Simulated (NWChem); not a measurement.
System: AlH$_{3}$O$_{2}$; SMILES [OH][AlH][OH]

The following NWChem deck was run.

```
start job
memory heap 200 mb stack 900 mb global 1100 mb
geometry units angstroms noautoz
  Al    -0.356546    -0.142380    -0.246479
  H     -1.527459    -0.944865    -0.926605
  O     -0.143838     1.477931    -0.700417
  H      0.532207     2.064763    -0.358379
  O      0.699090    -0.807354     0.910416
  H      0.679939    -1.704558     1.245047
end
basis spherical
  * library pcseg-2
end
dft
  xc b3lyp
  iterations 150
  mulliken
end
task dft gradient
```

Output (shortened):

```
             Northwest Computational Chemistry Package (NWChem) 7.3.0
             --------------------------------------------------------

 CS  symmetry detected

                             Geometry "geometry" -> ""
                             -------------------------

 Output coordinates in angstroms (scale by  1.889725989 to convert to a.u.)

  No.       Tag          Charge          X              Y              Z
 ---- ---------------- ---------- -------------- -------------- --------------
    1 Al                  13.0000    -0.45793392    -0.01023580     0.00000000
    2 H                    1.0000    -2.03153776    -0.04713712     0.00000000
    3 O                    8.0000     0.36522457    -1.49317957     0.00000000
    4 H                    1.0000     1.31781901    -1.59787031     0.00000000
    5 O                    8.0000     0.45479450     1.42569270     0.00000000
    6 H                    1.0000     0.10670709     2.31796769     0.00000000

 Effective nuclear repulsion energy (a.u.)     101.2287578013

      Symmetry information
      --------------------

 Group name             Cs
 Group number              2
 Group order               2
 No. of unique centers     6

                                 NWChem DFT Module
                                 -----------------

 Summary of "ao basis" -> "ao basis" (spherical)
 ------------------------------------------------------------------------------
       Tag                 Description            Shells   Functions and Types
 ---------------- ------------------------------  ------  ---------------------
 Al                         pcseg-2                 12       34   5s4p2d1f
 H                          pcseg-2                  6       14   3s2p1d
 O                          pcseg-2                 10       30   4s3p2d1f

      Symmetry analysis of basis
      --------------------------

        a'         93
        a"         43

            General Information
            -------------------
          SCF calculation type: DFT
          Wavefunction type:  closed shell.
          No. of atoms     :     6
          No. of electrons :    32
           Alpha electrons :    16
            Beta electrons :    16
          Charge           :     0
          Spin multiplicity:     1
          Use of symmetry is: on ; symmetry adaption is: on
          Maximum number of iterations: 150
          AO basis - number of functions:   136
                     number of shells:    50
          Convergence on energy requested:  1.00D-06
          Convergence on density requested:  1.00D-05
          Convergence on gradient requested:  5.00D-04

              XC Information
              --------------
                         B3LYP Method XC Potential
                     Hartree-Fock (Exact) Exchange  0.200
                        Slater Exchange Functional  0.800 local
                    Becke 1988 Exchange Functional  0.720 non-local
              Lee-Yang-Parr Correlation Functional  0.810
                  VWN I RPA Correlation Functional  0.190 local

             Grid Information
             ----------------
          Grid used for XC integration:  medium
          Radial quadrature: Mura-Knowles
          Angular quadrature: Lebedev.
          Tag              B.-S. Rad. Rad. Pts. Rad. Cut. Ang. Pts.
          ---              ---------- --------- --------- ---------
          Al                  1.25       88          10.0       590
          H                   0.35       45          12.0       434
          O                   0.60       49          11.0       434
          Grid pruning is: on
          Number of quadrature shells:   321
          Spatial weights used:  Erf1

      Superposition of Atomic Density Guess
      -------------------------------------

 Sum of atomic energies:        -392.93096367

      Non-variational initial energy
      ------------------------------

 Total energy =    -393.457326
 1-e energy   =    -745.072487
 2-e energy   =     250.386403
 HOMO         =      -0.437833
 LUMO         =      -0.019616

      Symmetry analysis of molecular orbitals - initial
      -------------------------------------------------

  Numbering of irreducible representations:

     1 a'          2 a"

  Orbital symmetries:

     1 a'          2 a'          3 a'          4 a'          5 a'
     6 a'          7 a"          8 a'          9 a'         10 a'
    11 a'         12 a'         13 a'         14 a"         15 a"
    16 a'         17 a'         18 a"         19 a'         20 a'
    21 a'         22 a'         23 a"         24 a'         25 a'
    26 a'

     ---------------------------------------------
      Total Density - Mulliken Population Analysis
     ---------------------------------------------

    Atom       Charge   Shell Charges
 -----------   ------   -------------------------------------------------------
    1 Al  13    11.63   2.00  0.52  1.48  0.58  0.28  5.90  0.30  0.36  0.03  0.01  0.14  0.03
    2 H    1     1.16   0.34  0.61  0.20  0.00  0.01  0.00
    3 O    8     8.95   2.00  0.64  0.87  0.23  2.19  2.32  0.69  0.00  0.00  0.00
    4 H    1     0.65   0.32  0.23  0.02  0.02  0.06  0.01
    5 O    8     8.95   2.00  0.64  0.87  0.23  2.20  2.32  0.70  0.00  0.00  0.00
    6 H    1     0.65   0.32  0.23  0.02  0.02  0.06  0.01

   convergence    iter        energy       DeltaE   RMS-Dens  Diis-err
 ---------------- ----- ----------------- --------- --------- ---------
 d= 0,ls=0.0,diis     1   -394.7860828440 -4.96D+02  8.98D-03  1.19D+00
 d= 0,ls=0.0,diis     2   -394.5994212576  1.87D-01  5.65D-03  3.22D+00
 d= 0,ls=0.0,diis     3   -394.9020841342 -3.03D-01  4.87D-04  2.89D-02
 d= 0,ls=0.0,diis     4   -394.9044425900 -2.36D-03  1.54D-04  8.66D-04
 d= 0,ls=0.0,diis     5   -394.9045202300 -7.76D-05  4.21D-05  1.61D-04
  Resetting Diis
 d= 0,ls=0.0,diis     6   -394.9045331585 -1.29D-05  1.47D-05  2.07D-05
 d= 0,ls=0.0,diis     7   -394.9045349996 -1.84D-06  5.01D-06  3.45D-07
 d= 0,ls=0.0,diis     8   -394.9045350045 -4.89D-09  2.25D-06  3.59D-07

         Total DFT energy =     -394.904535004501
      One electron energy =     -748.721532137760
           Coulomb energy =      289.700960004851
    Exchange-Corr. energy =      -37.112720672931
 Nuclear repulsion energy =      101.228757801340

 Numeric. integr. density =       32.000006499577

                  Occupations of the irreducible representations
                  ----------------------------------------------

                     irrep           alpha         beta
                     --------     --------     --------
                     a'               13.0         13.0
                     a"                3.0          3.0

                       DFT Final Molecular Orbital Analysis
                       ------------------------------------

 Vector   14  Occ=2.000000D+00  E=-3.415954D-01  Symmetry=a"
              MO Center=  3.6D-01,  2.6D-01, -5.6D-16, r^2= 2.7D+00
   Bfn.  Coefficient  Atom+Function         Bfn.  Coefficient  Atom+Function
  ----- ------------  ---------------      ----- ------------  ---------------
    99      0.353165  5 O  pz               102      0.298601  5 O  pz
    55      0.283480  3 O  pz                58      0.240725  3 O  pz
   105      0.201812  5 O  pz                61      0.155897  3 O  pz
    14      0.112068  1 Al pz                 8     -0.084291  1 Al pz
    11      0.071962  1 Al pz                26     -0.034740  1 Al d  1

 Vector   15  Occ=2.000000D+00  E=-3.222529D-01  Symmetry=a"
              MO Center=  3.8D-01, -3.0D-01, -8.8D-16, r^2= 2.7D+00
   Bfn.  Coefficient  Atom+Function         Bfn.  Coefficient  Atom+Function
  ----- ------------  ---------------      ----- ------------  ---------------
    55      0.372162  3 O  pz                58      0.312131  3 O  pz
    99     -0.306816  5 O  pz               102     -0.256810  5 O  pz
    61      0.228132  3 O  pz               105     -0.190948  5 O  pz
    24     -0.066525  1 Al d -1

 Vector   16  Occ=2.000000D+00  E=-3.216531D-01  Symmetry=a'
              MO Center= -7.3D-01,  5.4D-01, -6.1D-16, r^2= 2.9D+00
   Bfn.  Coefficient  Atom+Function         Bfn.  Coefficient  Atom+Function
  ----- ------------  ---------------      ----- ------------  ---------------
    97      0.322199  5 O  px               100      0.268304  5 O  px
    36      0.266797  2 H  s                 35      0.208901  2 H  s
   103      0.182065  5 O  px                37      0.160709  2 H  s
    12     -0.133505  1 Al px                 6      0.113109  1 Al px
     4      0.095871  1 Al s                  9     -0.091676  1 Al px

 Vector   17  Occ=0.000000D+00  E=-1.581713D-02  Symmetry=a'
              MO Center=  1.4D-01,  4.2D-01, -1.8D-14, r^2= 6.2D+00
   Bfn.  Coefficient  Atom+Function         Bfn.  Coefficient  Atom+Function
  ----- ------------  ---------------      ----- ------------  ---------------
     5      1.124449  1 Al s                 96     -0.566796  5 O  s
    52     -0.511548  3 O  s                125      0.451169  6 H  s
    37     -0.382908  2 H  s                 81      0.363586  4 H  s
    36     -0.225847  2 H  s                  3     -0.154316  1 Al s
     4      0.139913  1 Al s                 15      0.135494  1 Al px

 Vector   18  Occ=0.000000D+00  E=-1.569811D-02  Symmetry=a"
              MO Center= -6.2D-01, -1.1D-03,  1.3D-14, r^2= 5.4D+00
   Bfn.  Coefficient  Atom+Function         Bfn.  Coefficient  Atom+Function
  ----- ------------  ---------------      ----- ------------  ---------------
    17      0.699720  1 Al pz                14      0.466592  1 Al pz
    61     -0.211445  3 O  pz               105     -0.205287  5 O  pz
     8     -0.151337  1 Al pz                99     -0.145717  5 O  pz
    55     -0.144669  3 O  pz                11      0.120877  1 Al pz
   102     -0.117417  5 O  pz                58     -0.113353  3 O  pz

 Vector   19  Occ=0.000000D+00  E= 1.138330D-02  Symmetry=a'
              MO Center= -2.6D-01,  3.7D-01,  7.4D-15, r^2= 9.2D+00
   Bfn.  Coefficient  Atom+Function         Bfn.  Coefficient  Atom+Function
  ----- ------------  ---------------      ----- ------------  ---------------
    16      0.788073  1 Al py                52      0.556789  3 O  s
    96     -0.445564  5 O  s                 15     -0.436771  1 Al px
   125      0.412998  6 H  s                104     -0.201594  5 O  py
    81     -0.193210  4 H  s                 80     -0.190515  4 H  s
    37     -0.188725  2 H  s                124      0.160916  6 H  s

     ---------------------------------------------
      Total Density - Mulliken Population Analysis
     ---------------------------------------------

    Atom       Charge   Shell Charges
 -----------   ------   -------------------------------------------------------
    1 Al  13    11.90   2.00  0.50  1.48  0.61  0.13  5.89  0.44  0.51  0.05  0.01  0.23  0.03
    2 H    1     1.25   0.39  0.60  0.24  0.00  0.01  0.00
    3 O    8     8.63   2.00  0.61  0.83  0.30  2.04  1.99  0.85  0.00  0.01  0.00
    4 H    1     0.79   0.41  0.27  0.01  0.02  0.08  0.01
    5 O    8     8.63   2.00  0.61  0.83  0.30  2.04  1.98  0.85  0.00  0.01  0.00
    6 H    1     0.80   0.41  0.27  0.01  0.02  0.08  0.01

     -------------------------------------------
      Total Density - Lowdin Population Analysis
     -------------------------------------------

    Atom       Charge   Shell Charges
 -----------   ------   -------------------------------------------------------
    1 Al  13    12.22   1.99  0.78  1.13  0.38  0.22  5.68  0.66  0.65  0.18  0.01  0.41  0.12
    2 H    1     1.23   0.37  0.54  0.29  0.00  0.02  0.00
    3 O    8     8.17   1.99  0.54  0.55  0.30  1.87  1.94  0.96  0.00  0.02  0.00
    4 H    1     1.10   0.35  0.27  0.07  0.04  0.29  0.08
    5 O    8     8.18   1.99  0.54  0.55  0.30  1.87  1.94  0.97  0.00  0.02  0.00
    6 H    1     1.10   0.35  0.27  0.07  0.04  0.29  0.08

     Multipole analysis of the density
     ---------------------------------

     L   x y z        total         alpha         beta         nuclear
     -   - - -        -----         -----         ----         -------
     0   0 0 0     -0.000000    -16.000000    -16.000000     32.000000

     1   1 0 0      0.039094      0.019547      0.019547     -0.000000
     1   0 1 0      0.549374      0.274687      0.274687      0.000000
     1   0 0 1     -0.000000     -0.000000     -0.000000      0.000000

     2   2 0 0    -18.666791    -29.551226    -29.551226     40.435662
     2   1 1 0     -3.058672      0.037029      0.037029     -3.132729
     2   1 0 1     -0.000000     -0.000000     -0.000000      0.000000
     2   0 2 0    -18.041991    -84.061961    -84.061961    150.081930
     2   0 1 1      0.000000      0.000000      0.000000      0.000000
     2   0 0 2    -16.703122     -8.351561     -8.351561      0.000000

            General Information
            -------------------
          SCF calculation type: DFT
          Wavefunction type:  closed shell.
          No. of atoms     :     6
          No. of electrons :    32
           Alpha electrons :    16
            Beta electrons :    16
          Charge           :     0
          Spin multiplicity:     1
          Use of symmetry is: on ; symmetry adaption is: on
          Maximum number of iterations: 150
          AO basis - number of functions:   136
                     number of shells:    50
          Convergence on energy requested:  1.00D-06
          Convergence on density requested:  1.00D-05
          Convergence on gradient requested:  5.00D-04

              XC Information
              --------------
                         B3LYP Method XC Potential
                     Hartree-Fock (Exact) Exchange  0.200
                        Slater Exchange Functional  0.800 local
                    Becke 1988 Exchange Functional  0.720 non-local
              Lee-Yang-Parr Correlation Functional  0.810
                  VWN I RPA Correlation Functional  0.190 local

             Grid Information
             ----------------
          Grid used for XC integration:  medium
          Radial quadrature: Mura-Knowles
          Angular quadrature: Lebedev.
          Tag              B.-S. Rad. Rad. Pts. Rad. Cut. Ang. Pts.
          ---              ---------- --------- --------- ---------
          Al                  1.25       88          10.0       590
          H                   0.35       45          12.0       434
          O                   0.60       49          11.0       434
          Grid pruning is: on
          Number of quadrature shells:   321
          Spatial weights used:  Erf1

          Convergence Information
          -----------------------
          Convergence aids based upon iterative change in
          total energy or number of iterations.
          Levelshifting, if invoked, occurs when the
          HOMO/LUMO gap drops below (HL_TOL):  1.00D-02
          DIIS, if invoked, will attempt to extrapolate
          using up to (NFOCK): 10 stored Fock matrices.

[...]

                         DFT ENERGY GRADIENTS

    atom               coordinates                        gradient
                 x          y          z           x          y          z
   1 Al     -0.865370  -0.019343   0.000000   -0.000047   0.000841   0.000000
   2 H      -3.839050  -0.089076   0.000000   -0.002998  -0.000550   0.000000
   3 O       0.690174  -2.821700   0.000000   -0.001174  -0.002623   0.000000
   4 H       2.490317  -3.019537   0.000000    0.002378  -0.000202   0.000000
   5 O       0.859437   2.694169   0.000000    0.002841   0.000126   0.000000
   6 H       0.201647   4.380324   0.000000   -0.001000   0.002407   0.000000
```

Level: B3LYP/pcseg-2. Coordinates come from a PBE0/def2-SVP optimisation.
